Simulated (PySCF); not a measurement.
# F⁺ (fluorine, charge +1) across methods

[He] 2s1 2p5, 2s spin antiparallel (an excited configuration). Computed with PySCF 2.14 in aug-cc-pVQZ (6s5p4d3f2g, 80 functions), with no relativity, point nucleus. The B2PLYP total includes its PT2 part (frozen core); its orbital energies are those of the SCF part.

| method | E (hartree) | mean ε 2s β (eV) | mean ε 2p β (eV) | mean ε 2p α (eV) | Σ⟨r²⟩ (bohr²) | ⟨S²⟩ |
| --- | --- | --- | --- | --- | --- | --- |
| revPBE | -98.3119 | -47.305 | -28.411 | -28.389 | 7.462 | 1.000 |
| LDA | -97.6957 | -47.097 | -28.388 | -28.588 | 7.493 | 1.000 |
| r2SCAN | -98.2397 | -48.645 | -29.277 | -28.956 | 7.395 | 1.001 |
| UHF | -97.84493 | -60.766 | -38.954 | -35.685 | 7.415 | 1.003 |
| PBE0 | -98.2087 | -50.900 | -31.275 | -30.529 | 7.429 | 1.001 |
| PBE | -98.2476 | -47.282 | -28.444 | -28.429 | 7.470 | 1.000 |
| TPSSh | -98.3049 | -49.380 | -29.867 | -29.351 | 7.417 | 1.000 |
| B2PLYP | -98.2324 | -54.594 | -34.231 | -32.540 | 7.438 | 1.001 |
| HSE06 | -98.2204 | -50.440 | -30.868 | -30.096 | 7.432 | 1.001 |

With the s spin flipped the determinant is a mixture of two multiplicities, not a spectroscopic state.
